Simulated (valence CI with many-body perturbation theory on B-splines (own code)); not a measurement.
E1 transitions of Tl LXVII

Level of theory: relativistic CI+MBPT: five valence electrons over a frozen Dirac-Fock core [Ne], radial functions for each j: 11 s, 11 p, 10 d, 8 f, 5 g, 2 h, with the one-electron correlation potential Σ1 (screened to all orders), the two-electron term Σ2, the three-electron term Σ3, Breit, model QED; selected single and double excitations, second order for the rest, scaled by the run's own slope (own B-spline code, finite nucleus).

No measured spectrum was set against this ion. As an estimate, large intervals hold to a few tenths of a per cent, small ones and those within an open d or f shell to about a per cent. Among the levels kept, up to 3300 cm⁻¹ of a level comes from second order outside the variational space, and about a tenth of that is noise between levels of different J, which matters for small intervals.

Lines 151 to 200 of 565 in falling wavelength, among levels below 1860.9 eV, chosen from the strongest by gf and those to the six lowest levels. Wavelengths and rates use the calculated energies. Electric multipoles are in the length gauge, E1 and E2 with the static RPA response of the core. Weak lines are less certain than strong ones. Lines between different terms over intervals too small for the method are left out, as are lines whose strength nearly cancels. The highest levels of a list are the least certain.

Levels are named by their leading jj configuration (3d3/2^4 stands for four electrons in 3d with j = 3/2), which in mixed levels can hold well under half, so a name can repeat and another be missing. Letters in brackets count levels of one name in rising energy.

```csv
λ vac (nm),Upper,Lower,A (s⁻¹),S (a.u.) with core polarisation,S without
3.082,(3s 3p1/2 3p3/2^2 3d5/2) J=1/2 [c],(3s 3p1/2 3p3/2^3) J=1/2,3.65e+11,1.05e-02,1.07e-02
3.079,(3s 3p1/2^2 3d3/2 3d5/2) J=7/2 [a],(3s 3p1/2^2 3p3/2 3d3/2) J=5/2 [a],3.12e+11,3.60e-02,3.64e-02
3.074,(3s^2 3p1/2 3d5/2^2) J=7/2,(3s^2 3p1/2 3p3/2 3d5/2) J=5/2 [a],5.08e+10,5.83e-03,5.90e-03
3.071,(3s 3p1/2 3p3/2^2 3d5/2) J=3/2 [a],(3s 3p1/2 3p3/2^3) J=3/2 [a],3.30e+11,1.89e-02,1.91e-02
3.070,(3s 3p1/2^2 3d5/2^2) J=5/2,(3s 3p1/2^2 3p3/2 3d5/2) J=3/2 [a],8.35e+10,7.15e-03,7.23e-03
3.070,(3s^2 3p1/2 3d3/2 3d5/2) J=3/2 [b],(3s^2 3p1/2 3p3/2 3d3/2) J=1/2 [b],3.19e+11,1.82e-02,1.84e-02
3.067,(3s^2 3p1/2 3p3/2 3d5/2) J=1/2,(3s^2 3p1/2 3p3/2^2) J=1/2,6.06e+11,1.73e-02,1.75e-02
3.062,(3s^2 3p1/2 3d3/2 3d5/2) J=5/2 [a],(3s^2 3p1/2 3p3/2 3d3/2) J=5/2 [a],2.13e+11,1.81e-02,1.83e-02
3.062,(3s 3p1/2^2 3p3/2 3d5/2) J=7/2 [a],(3s 3p1/2^2 3p3/2^2) J=5/2,4.43e+11,5.02e-02,5.07e-02
3.061,(3s 3p1/2^2 3d3/2 3d5/2) J=5/2 [a],(3s 3p1/2^2 3p3/2 3d3/2) J=3/2 [a],3.24e+11,2.75e-02,2.78e-02
3.060,(3s^2 3p1/2 3p3/2 3d5/2) J=5/2 [b],(3s^2 3p1/2 3p3/2^2) J=5/2,1.82e+11,1.54e-02,1.56e-02
3.057,(3s 3p1/2 3p3/2^2 3d5/2) J=3/2 [d],(3s 3p1/2 3p3/2^3) J=3/2 [b],4.98e+11,2.81e-02,2.84e-02
3.052,(3s 3p1/2^2 3p3/2 3d5/2) J=3/2 [b],(3s 3p1/2^2 3p3/2^2) J=1/2,3.35e+11,1.88e-02,1.90e-02
3.050,(3s 3p1/2^2 3d5/2^2) J=1/2,(3s 3p1/2^2 3p3/2 3d5/2) J=3/2 [b],5.37e+11,1.50e-02,1.52e-02
3.045,(3s^2 3p1/2 3d3/2 3d5/2) J=3/2 [a],(3s^2 3p1/2 3p3/2 3d3/2) J=3/2 [a],3.07e+11,1.71e-02,1.73e-02
3.044,(3s 3p1/2^2 3p3/2 3d5/2) J=5/2 [b],(3s 3p1/2^2 3p3/2^2) J=3/2,6.50e+11,5.43e-02,5.49e-02
3.043,(3s 3p1/2 3p3/2^2 3d5/2) J=5/2 [b],(3s 3p1/2 3p3/2^3) J=3/2 [a],2.96e+11,2.47e-02,2.50e-02
3.040,(3s^2 3p1/2 3p3/2 3d5/2) J=7/2 [b],(3s^2 3p1/2 3p3/2^2) J=5/2,7.45e+11,8.27e-02,8.36e-02
3.039,(3s^2 3p1/2 3d3/2 3d5/2) J=3/2 [a],(3s^2 3p1/2 3p3/2 3d3/2) J=1/2 [a],1.90e+11,1.05e-02,1.06e-02
3.037,(3s 3p1/2 3p3/2^2 3d5/2) J=5/2 [d],(3s 3p1/2 3p3/2^3) J=5/2,3.67e+11,3.05e-02,3.08e-02
3.037,(3s 3p1/2^2 3d5/2^2) J=5/2,(3s 3p1/2^2 3p3/2 3d5/2) J=7/2 [a],9.43e+10,7.82e-03,7.91e-03
3.036,(3s^2 3p1/2 3d5/2^2) J=1/2,(3s^2 3p1/2 3p3/2 3d5/2) J=1/2,2.87e+11,7.94e-03,8.03e-03
3.028,(3s^2 3p3/2 3d3/2 3d5/2) J=5/2 [d],(3s^2 3p3/2^2 3d3/2) J=3/2 [b],5.34e+11,4.39e-02,4.44e-02
3.026,(3s^2 3p1/2 3d3/2 3d5/2) J=7/2 [b],(3s^2 3p1/2 3p3/2 3d3/2) J=5/2 [b],5.12e+11,5.61e-02,5.67e-02
3.024,(3s 3p1/2^2 3d3/2 3d5/2) J=3/2 [a],(3s 3p1/2^2 3p3/2 3d3/2) J=1/2 [a],2.97e+11,1.62e-02,1.64e-02
3.022,(3s^2 3p1/2 3d5/2^2) J=9/2,(3s^2 3p1/2 3p3/2 3d5/2) J=9/2,2.22e+11,3.03e-02,3.06e-02
3.020,(3s^2 3p3/2 3d3/2 3d5/2) J=1/2 [b],(3s^2 3p3/2^2 3d3/2) J=3/2 [b],6.41e+11,1.74e-02,1.76e-02
3.017,(3s 3p1/2^2 3d3/2 3d5/2) J=9/2,(3s 3p1/2^2 3p3/2 3d3/2) J=7/2,4.29e+11,5.82e-02,5.88e-02
3.017,(3s^2 3p1/2 3d3/2 3d5/2) J=1/2,(3s^2 3p1/2 3p3/2 3d3/2) J=1/2 [a],4.74e+11,1.29e-02,1.30e-02
3.006,(3s^2 3p1/2 3d5/2^2) J=1/2,(3s^2 3p1/2 3p3/2 3d5/2) J=3/2 [b],8.24e+11,2.21e-02,2.24e-02
3.005,(3s^2 3p3/2^2 3d5/2) J=3/2,(3s^2 3p3/2^3) J=3/2,8.85e+11,4.74e-02,4.80e-02
3.003,(3s 3p1/2^2 3d3/2 3d5/2) J=3/2 [a],(3s 3p1/2^2 3p3/2 3d3/2) J=3/2 [a],1.03e+11,5.53e-03,5.59e-03
3.002,(3s 3p1/2 3p3/2^2 3d5/2) J=5/2 [f],(3s 3p1/2 3p3/2^3) J=3/2 [b],8.50e+11,6.82e-02,6.89e-02
3.001,(3s^2 3p3/2 3d3/2 3d5/2) J=7/2 [c],(3s^2 3p3/2^2 3d3/2) J=5/2,8.57e+11,9.14e-02,9.25e-02
2.998,(3s 3p1/2^2 3d5/2^2) J=1/2,(3s 3p1/2^2 3p3/2 3d5/2) J=1/2,2.64e+11,7.01e-03,7.09e-03
2.997,(3s 3p1/2 3p3/2^2 3d5/2) J=3/2 [e],(3s 3p1/2 3p3/2^3) J=3/2 [b],2.33e+11,1.24e-02,1.25e-02
2.996,(3s^2 3p3/2 3d3/2 3d5/2) J=5/2 [c],(3s^2 3p3/2^2 3d3/2) J=3/2 [a],5.63e+11,4.49e-02,4.54e-02
2.989,(3s^2 3p1/2 3d5/2^2) J=3/2,(3s^2 3p1/2 3p3/2 3d5/2) J=5/2 [a],1.64e+11,8.63e-03,8.74e-03
2.989,(3s 3p1/2 3p3/2^2 3d5/2) J=7/2 [e],(3s 3p1/2 3p3/2^3) J=5/2,7.74e+11,8.16e-02,8.25e-02
2.980,(3s 3p1/2^2 3d5/2^2) J=5/2,(3s 3p1/2^2 3p3/2 3d5/2) J=5/2 [a],5.10e+11,3.99e-02,4.04e-02
2.979,(3s^2 3p1/2 3d5/2^2) J=5/2,(3s^2 3p1/2 3p3/2 3d5/2) J=5/2 [a],5.46e+11,4.28e-02,4.33e-02
2.978,(3s 3p1/2 3p3/2^2 3d5/2) J=3/2 [e],(3s 3p1/2 3p3/2^3) J=1/2,9.08e+11,4.74e-02,4.79e-02
2.975,(3s 3p1/2 3p3/2^2 3d5/2) J=3/2 [b],(3s 3p1/2 3p3/2^3) J=3/2 [a],4.17e+11,2.17e-02,2.19e-02
2.971,(3s 3p1/2^2 3d5/2^2) J=3/2,(3s 3p1/2^2 3p3/2 3d5/2) J=3/2 [a],3.07e+11,1.59e-02,1.61e-02
2.969,(3s^2 3p1/2 3p3/2 3d5/2) J=3/2 [b],(3s^2 3p1/2 3p3/2^2) J=5/2,8.78e+10,4.53e-03,4.59e-03
2.967,(3s 3p1/2 3p3/2^2 3d5/2) J=5/2 [e],(3s 3p1/2 3p3/2^3) J=5/2,4.29e+11,3.32e-02,3.36e-02
2.965,(3s^2 3p1/2 3p3/2 3d5/2) J=5/2 [b],(3s^2 3p1/2 3p3/2^2) J=3/2,8.62e+11,6.66e-02,6.73e-02
2.962,(3s^2 3p3/2^2 3d5/2) J=5/2 [b],(3s^2 3p3/2^3) J=3/2,1.22e+12,9.39e-02,9.50e-02
2.962,(3s^2 3p1/2 3d5/2^2) J=3/2,(3s^2 3p1/2 3p3/2 3d5/2) J=3/2 [a],6.44e+11,3.30e-02,3.34e-02
2.955,(3s^2 3p3/2 3d3/2 3d5/2) J=3/2 [c],(3s^2 3p3/2^2 3d3/2) J=1/2,7.13e+11,3.63e-02,3.68e-02
```
